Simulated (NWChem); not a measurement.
Molecule: AlSiH4O3Cl; SMILES [OH][Al]([OH])[O][SiH2]Cl

```xyz
10

Si    -0.2966    -1.4686    -0.8871
Cl     0.2639    -2.4956     0.8247
O      0.0298     0.1184    -0.6971
Al     0.0158     1.6562     0.0242
O     -1.4406     2.2324     0.6586
O      1.4076     2.6149     0.0830
H     -1.7509    -1.7058    -1.0854
H      0.5006    -2.0187    -2.0144
H     -1.5338     3.0906     1.0746
H      2.2717     2.3650    -0.2461
```
Atoms are numbered in this order, from 1.

Computed with NWChem. Structure relaxed at the PBE0/def2-SVP level.

For level B3LYP/def2-SVP:

* **highest occupied level (eV)**: -8.19
* **orbital gap (eV)**: 7.46
* **dipole (D)**: 2.03

**Question.** Estimate the same quantities for level LC-wPBE (HJS exchange hole, range parameter 0.4 per bohr)/def2-SVP.

**Answer.** The highest occupied level (eV) is -11.30, the orbital gap (eV) is 13.07 and the dipole (D) is 2.17.
